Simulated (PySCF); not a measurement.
C2H3O2 (SMILES CO[C]=O), doublet, at a GFN2-xTB geometry; DF-HF/6-31G* (PySCF).

PySCF was given this input:
```python
from pyscf import gto, scf

mol = gto.Mole()
mol.atom = '''
    C    -0.933878   -0.065412    0.013184
    O    -0.952587   -1.261701    0.004908
    O    -0.028036    0.834302    0.006372
    C     1.384468    0.450471   -0.017018
    H     1.943523    1.381171   -0.018539
    H     1.612003   -0.142538    0.867617
    H     1.585926   -0.129789   -0.916310
'''
mol.basis = '6-31g*'
mol.charge = 0
mol.spin = 1
mol.verbose = 4
mol.build()

mf = scf.UHF(mol)
mf = mf.density_fit(auxbasis='def2-universal-jkfit')
mf.kernel()
```

Task: Predict the main parts of the log of this PySCF run.

Result: 
```
PySCF version 2.14.0

[INPUT] verbose = 4
[INPUT] num. atoms = 7
[INPUT] num. electrons = 31
[INPUT] charge = 0
[INPUT] spin (= nelec alpha-beta = 2S) = 1
[INPUT] symmetry False subgroup None
[INPUT] Mole.unit = angstrom
[INPUT] Symbol           X                Y                Z      unit          X                Y                Z       unit  Magmom
[INPUT]  1 C     -0.933878000000  -0.065412000000   0.013184000000 AA   -1.764773653757  -0.123610765260   0.024914149226 Bohr   0.0
[INPUT]  2 O     -0.952587000000  -1.261701000000   0.004908000000 AA   -1.800128539821  -2.384269341090   0.009274775819 Bohr   0.0
[INPUT]  3 O     -0.028036000000   0.834302000000   0.006372000000 AA   -0.052980361628   1.576602285177   0.012041334866 Bohr   0.0
[INPUT]  4 C      1.384468000000   0.450471000000  -0.017018000000 AA    2.616265348224   0.851266817059  -0.032159359188 Bohr   0.0
[INPUT]  5 H      1.943523000000   1.381171000000  -0.018539000000 AA    3.672726186793   2.610034921192  -0.035033632623 Bohr   0.0
[INPUT]  6 H      1.612003000000  -0.142538000000   0.867617000000 AA    3.046244181977  -0.269357782343   1.639558511017 Bohr   0.0
[INPUT]  7 H      1.585926000000  -0.129789000000  -0.916310000000 AA    2.996965793827  -0.245265663981  -1.731574945200 Bohr   0.0

nuclear repulsion = 113.12157300383
number of shells = 30
number of NR pGTOs = 120
number of NR cGTOs = 62
basis = 6-31g*
ecp = {}

******** <class 'pyscf.df.df_jk.DFUHF'> ********
method = DFUHF
initial guess = minao
damping factor = 0
level_shift factor = 0
DIIS = <class 'pyscf.scf.diis.CDIIS'>
diis_start_cycle = 1
diis_space = 8
diis_damp = 0
SCF conv_tol = 1e-09
SCF conv_tol_grad = None
SCF max_cycles = 50
direct_scf = False
number electrons alpha = 16  beta = 15
Set gradient conv threshold to 3.16228e-05
******** <class 'pyscf.df.df.DF'> ********
auxbasis = def2-universal-jkfit
init E= -227.75861522845

cycle= 1 E= -227.02072499578  delta_E= 0.738  |g|= 0.516  |ddm|= 2.01
cycle= 2 E= -227.09875572206  delta_E= -0.078  |g|= 0.359  |ddm|= 0.612
cycle= 3 E= -227.147440668211  delta_E= -0.0487  |g|= 0.0629  |ddm|= 0.25
cycle= 4 E= -227.150147283311  delta_E= -0.00271  |g|= 0.0264  |ddm|= 0.0981
cycle= 5 E= -227.150732597447  delta_E= -0.000585  |g|= 0.00971  |ddm|= 0.0527
cycle= 6 E= -227.15085791335  delta_E= -0.000125  |g|= 0.00513  |ddm|= 0.0247
cycle= 7 E= -227.150910399054  delta_E= -5.25e-05  |g|= 0.00266  |ddm|= 0.0159
cycle= 8 E= -227.150931743386  delta_E= -2.13e-05  |g|= 0.00173  |ddm|= 0.00698
cycle= 9 E= -227.150942803433  delta_E= -1.11e-05  |g|= 0.00113  |ddm|= 0.00521
cycle= 10 E= -227.150948817524  delta_E= -6.01e-06  |g|= 0.000644  |ddm|= 0.00481
cycle= 11 E= -227.150951104575  delta_E= -2.29e-06  |g|= 0.000247  |ddm|= 0.00405
cycle= 12 E= -227.150951317521  delta_E= -2.13e-07  |g|= 0.00011  |ddm|= 0.00102
cycle= 13 E= -227.150951353723  delta_E= -3.62e-08  |g|= 6.33e-05  |ddm|= 0.000381
cycle= 14 E= -227.150951362198  delta_E= -8.47e-09  |g|= 2.69e-05  |ddm|= 0.000176
cycle= 15 E= -227.15095136399  delta_E= -1.79e-09  |g|= 1.04e-05  |ddm|= 8.63e-05
cycle= 16 E= -227.150951364216  delta_E= -2.26e-10  |g|= 4.66e-06  |ddm|= 2.67e-05
Extra cycle  E= -227.150951364243  delta_E= -2.75e-11  |g|= 2.98e-06  |ddm|= 6.24e-06
converged SCF energy = -227.150951364243  <S^2> = 0.7616489  2S+1 = 2.0116152
```
